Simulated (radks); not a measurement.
Species: W5+. Configuration: [Xe] 4f14 5d1.

Calculated with a radial shooting solver on a logarithmic mesh with Libxc functionals: scalar-relativistic Kohn-Sham, BLYP, spin-unpolarised, spherical densities, finite nucleus; Fermi nuclear charge, rms radius 5.3658 fm.

Energy parts (eV):
part                       energy
total                  -439080.10
kinetic                 483659.75
electron-nucleus      -1081363.56
Hartree                 167380.54
exchange-correlation     -8756.82

Orbitals (lengths in bohr, moments of r in powers of bohr; r(max) is where P^2 peaks; r(90%) holds 90 % of the orbital's charge):
| orbital | occ. | eigenvalue (eV) | r(90%) | r(max) | <r^4> | <1/r> |
|---|---|---|---|---|---|---|
| 1s | 2 | -69536.94 | 0.0334 | 0.01146 | 5.818e-07 | 87.05 |
| 2s | 2 | -12052.23 | 0.120 | 0.06568 | 0.00008752 | 20.36 |
| 2p | 6 | -10550.76 | 0.113 | 0.05388 | 0.00006870 | 18.45 |
| 3s | 2 | -2821.064 | 0.295 | 0.1853 | 0.003218 | 7.538 |
| 3p | 6 | -2376.242 | 0.301 | 0.1834 | 0.003461 | 6.961 |
| 3d | 10 | -1863.820 | 0.283 | 0.1493 | 0.002675 | 6.577 |
| 4s | 2 | -628.6703 | 0.645 | 0.4206 | 0.07556 | 3.204 |
| 4p | 6 | -482.7133 | 0.695 | 0.4411 | 0.1007 | 2.911 |
| 4d | 10 | -297.5289 | 0.767 | 0.4521 | 0.1481 | 2.590 |
| 5s | 2 | -137.1971 | 1.51 | 0.9584 | 2.234 | 1.269 |
| 5p | 6 | -100.2482 | 1.75 | 1.079 | 4.005 | 1.085 |
| 4f | 14 | -92.1941 | 0.996 | 0.4283 | 0.4645 | 2.093 |
| 5d | 1 | -56.8413 | 2.37 | 1.368 | 13.21 | 0.8007 |

The highest occupied level is 5d at -56.841 eV. The electron density at the nucleus is 1.517e+06 e/bohr^3 (large components only).
